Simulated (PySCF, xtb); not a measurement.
TiI3, SMILES [I][Ti+]([I])[I], charge +1, multiplicity 1.

Harmonic wavenumbers (cm⁻¹) from xtb with GFN2-xTB at its own minimum, in rising order: 62, 62, 79, 243, 321, 321.

Q: What does PBE-D3(BJ)/def2-SVP (PySCF) give at its own minimum? (An estimate is asked for; the answer gives what the named calculation found.)

A: 65, 65, 73, 240, 353, 353. Paired by order, the mean absolute difference is 13 cm⁻¹ and the zero-point energies are 1.6 and 1.6 kcal/mol.
